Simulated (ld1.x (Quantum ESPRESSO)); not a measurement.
# Building the RRKJ potential for As (revPBE, fully relativistic).

- Element: As (Z = 33)
- Generator: ld1.x (Quantum ESPRESSO) 7.5
- Type: norm-conserving RRKJ (Kleinman–Bylander form)
- Functional: revPBE
- Relativity: fully relativistic
- Frozen core: [Ar]
- Valence charge: 15
- Reference configuration: 3d10 4s2 4p1.5 (charge +1.5)
- Partial waves: 4p (bound): rc 1.90 bohr; 3d (bound): rc 0.65 bohr; 4s (bound): rc 1.35 bohr
- Local potential: the s channel
- Core correction: a·sin(br)/r model core inside 0.60 bohr
- rho0: 0.001

Open shells are filled in proportion to 2j + 1 (rel_dist='average').

Poles of the logarithmic derivatives, all-electron (AE) and pseudo (PS). s: poles at 0.1 (AE) and 0.0 (PS) Ry. p1/2: poles at 1.5 (AE) and 1.9 (PS) Ry. p3/2: poles at 1.6 (AE) and 1.7 (PS) Ry. d3/2: poles at -4.1, 4.2 (AE) and -4.1 (PS) Ry. d5/2: poles at -4.0, 4.2 (AE) and -4.0 (PS) Ry. Test radius 2.06 bohr.

- Cutoffs needed: over 300 Ry and over 300 Ry (the cutoffs (Ry, on a coarse ladder) from which the occupation-weighted sum of valence levels, in a spherical-Bessel basis at the reference potential, stays within 10 and 1 mRy of its value at 400 Ry)
- Ghost test: no extra level below or beside the all-electron valence levels (p1/2, p3/2, d3/2, d5/2, s, f tested) (spherical-Bessel basis up to 400 Ry, 20 bohr box)
- Largest excitation error: -1400 meV (all-electron minus pseudo) for 3d9 4s2 4p3, out of 7 test configurations
